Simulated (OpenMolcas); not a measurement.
Fe⁺: effect of the IPEA shift

```
Program             : OpenMolcas 26.06
Basis               : ANO-RCC-VTZP [6s5p3d2f1g]
Scalar Hamiltonian  : DKH2, point nucleus
Active space        : 7 electrons in 6 orbitals (3d 4s)
State averaging     : 2S+1 = 6 even, 6 roots; 2S+1 = 4 even, 35 roots; 2S+1 = 2 even, 58 roots
Spin-orbit coupling : RASSI with atomic mean-field integrals over the reference wave functions, term energies averaged over their components
```

Methods on the same reference wave functions:
A. CASSCF
B. MS-CASPT2, IPEA 0 Eh, imaginary shift 0.1 Eh (closed shells correlated: 3s 3p)
C. MS-CASPT2, IPEA 0.25 Eh, imaginary shift 0.1 Eh (closed shells correlated: 3s 3p)

Energies in cm⁻¹ above 3d⁶ 4s ⁶D_9/2, the measured ground level; measured values from NIST Handbook of Basic Atomic Spectroscopic Data.

```
                Level      A      B      C  Measured
        3d⁶ 4s ⁶D_9/2    0.0    0.0    0.0       0.0
        3d⁶ 4s ⁶D_7/2    393    396    395       385
        3d⁶ 4s ⁶D_5/2    686    687    687       668
        3d⁶ 4s ⁶D_3/2    889    887    887       863
        3d⁶ 4s ⁶D_1/2   1008   1003   1004       977
        3d⁶ 4s ⁴D_7/2   9531   5580   6090          
        3d⁶ 4s ⁴D_5/2   9973   6020   6530          
        3d⁶ 4s ⁴D_3/2  10275   6320   6830          
        3d⁶ 4s ⁴D_1/2  10452   6490   7010          
       3d⁶ 4s ⁴H_13/2  23554  19870  20810     21252
       3d⁶ 4s ⁴H_11/2  23714  20020  20960     21430
        3d⁶ 4s ⁴H_9/2  23851  20150  21090     21582
        3d⁶ 4s ⁴H_7/2  23965  20260  21210     21712
        3d⁶ 4s ⁴P_5/2  25635  18570  19930          
        3d⁶ 4s ⁴P_3/2  26625  19550  20910          
        3d⁶ 4s ⁴F_9/2  26765  20640  21980          
        3d⁶ 4s ⁴F_7/2  26924  20790  22140          
        3d⁶ 4s ⁴F_5/2  27067  20920  22270          
        3d⁶ 4s ⁴F_3/2  27181  21020  22380          
        3d⁶ 4s ⁴P_1/2  27222  20160  21510          
3d⁶ 4s ⁴G_11/2 [58 %]  29143  24020  25090     25429
 3d⁶ 4s ⁴G_9/2 [57 %]  29568  24430  25480     25805
3d⁶ 4s ²H_11/2 [58 %]  29689  24580  25710     26170
 3d⁶ 4s ²H_9/2 [59 %]  29825  24690  25850     26353
```

Deviations, from unrounded energies. A percentage is the sum of absolute deviations over the sum of measured energies, with the sign that they share, or ± where signs differ.

| Against measurement | Levels | A | B | C |
| --- | --- | --- | --- | --- |
| mean absolute deviation (cm-1) | 12 | 2000 | 980 | 300 |
| fine structure of the ground term (%) | 4 | +2.9 | +2.8 | +2.8 |
| other terms of the ground configuration (%) | 8 | +12.4 | -6.2 | -1.9 |

C lies closest to measurement on these levels and A furthest from it. The largest miss of C in the table is 3d⁶ 4s ⁴H_7/2, by -510 cm-1. The ranking rests on the paired levels alone, and a cruder setting can come out closer through cancelling errors.

Between B and C the level of the table that moves most is 3d⁶ 4s ⁴F_3/2, by 1400 cm-1 (lowest in B, highest in C). Moves below CASPT2's spread within the term are not significant.

From A to B the spin-free energies of the other terms of 3d⁶ 4s shown, above ⁶D, scale by factors of 0.58 to 0.84.

The lowest spin-free term lies below A's lowest term by 0.486 hartree in B, 0.475 hartree in C.

CASPT2 breaks the degeneracy within a term, and the mean is taken; among the terms shown or strongly mixed into the levels shown the widest spread is 340 cm-1 (3d⁶ 4s ²H, C). Over all roots computed the reference weight is 0.87 to 0.93 in B, 0.88 to 0.94 in C; the roots of lowest weight are the least certain, and an intruder state may touch them. Some levels mix across a computed gap that differs much from the measured one, so their mixing is not that of the real levels. No level of 3d⁷ was computed, though it lies in the active space. Without dynamic correlation excited terms often stand tens of per cent too high (terms of higher spin than the ground term too low), and those without a measured partner can miss by more than the paired ones (holds for A). The CASPT2 spread within a term exceeds the gap to the next term for 3d⁶ 4s ⁴G and 3d⁶ 4s ²H, so the order of their levels is uncertain, and so are names and mixing where such terms share a J (holds for B; C). Computed and measured levels are paired by configuration, term and J; levels that our copy of the source lacks, or whose pairing is in doubt (as where it misses far off the trend of its configuration), stay unpaired and out of the deviations. Only configurations of the active space appear. The table leaves out levels that lie high or whose names do not pair safely across all columns.

A share in square brackets marks a mixed level and gives the weight of the term that names it, the lowest over the columns.
